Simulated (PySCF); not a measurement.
Species: C8H8SSi.
Numbering: `[CH:1]#[C:2][c:3]1[cH:4][cH:5][cH:6][cH:7][c:8]1[S:9][SiH3:10]`

Cartesian coordinates in Å at the GFN2-xTB level; atoms count from 1:
```xyz
18
C8H8SSi angstrom
C     -0.3535    3.1162   -0.3011
C     -0.5512    1.9377   -0.1848
C     -0.7805    0.5490   -0.0472
C     -1.8336    0.0911    0.7450
C     -2.0719   -1.2627    0.8794
C     -1.2636   -2.1787    0.2243
C     -0.2139   -1.7372   -0.5621
C      0.0342   -0.3823   -0.6975
S      1.3838    0.1566   -1.7340
Si     2.8385    0.4707   -0.1917
H     -0.1855    4.1461   -0.4087
H     -2.4602    0.8141    1.2465
H     -2.8908   -1.6062    1.4936
H     -1.4503   -3.2375    0.3240
H      0.4204   -2.4400   -1.0808
H      4.0037    0.9001   -0.9426
H      2.3284    1.4731    0.7344
H      3.0373   -0.8038    0.4918
```

Definitions: NICS(0) = −σiso at the ring centroid; NICS(1) = −σiso and NICS(1)zz = −σzz at ±1 Å along the ring normal z. Level: GIAO PBE0/pcSseg-1 (PySCF, non-relativistic, gas phase) on the GFN2-xTB geometry, one conformer.

Ring bond lengths (Å), with Mayer bond orders in brackets: C3–C4 1.395 (1.42), C4–C5 1.381 (1.45), C5–C6 1.386 (1.42), C6–C7 1.384 (1.44), C7–C8 1.384 (1.40), C8–C3 1.398 (1.29).

**Question.** Give the NICS values of each ring in ppm.

**Answer.** 
```
             ring                                              type  NICS(0)  NICS(1), two faces  NICS(1)zz, two faces  rms pucker (Å)  centre to ring atoms, mean (Å)
C3–C4–C5–C6–C7–C8  6-membered carbocycle; formal bonds all aromatic     -8.3       -10.8 / -10.9         -26.3 / -26.0            0.00                            1.39
```

**Question.** What can be read from them?

**Answer.** 
- C3–C4–C5–C6–C7–C8: mean NICS(1)zz -26.2 ppm, shielded. The ring is flat and has no four-coordinate atom; by the NICS criterion it is aromatic.

**Question.** And the bond-length index? HOMA = 1 − mean of α(R − Ropt)² over the ring bonds, with Krygowski's 1993 parameters (CC: Ropt 1.388 Å, α 257.7 Å⁻²).

**Answer.** 
- C3–C4–C5–C6–C7–C8: HOMA 0.99 = 1 − EN − GEO, with mean bond length 1.388 Å, EN = α(Ropt − mean)² = 0.000 and GEO = α × variance = 0.010. The geometric and the magnetic index point the same way.

**Question.** How shielded are the nuclei of the rings and their hydrogens (means over atoms taken as equivalent)?

**Answer.** 
```
atoms                  environment  σ isotropic (ppm)  principal values of the symmetric part, first atom (ppm)
   C3  substituted aromatic carbon               54.4                                        -43.8, 48.8, 158.2
   C4           aromatic CH carbon               46.3                                        -61.5, 34.1, 166.3
   C5           aromatic CH carbon               53.7                                        -55.5, 37.3, 179.3
   C6           aromatic CH carbon               52.1                                        -55.5, 36.8, 175.0
   C7           aromatic CH carbon               44.8                                        -60.6, 39.4, 155.6
   C8  substituted aromatic carbon               42.5                                        -53.7, 29.7, 151.4
  H12            aromatic hydrogen              23.79                                          19.9, 23.1, 28.5
  H13            aromatic hydrogen              24.18                                          20.9, 24.9, 26.7
  H14            aromatic hydrogen              24.15                                          20.8, 24.8, 26.9
  H15            aromatic hydrogen              23.62                                          19.3, 22.2, 29.4
```
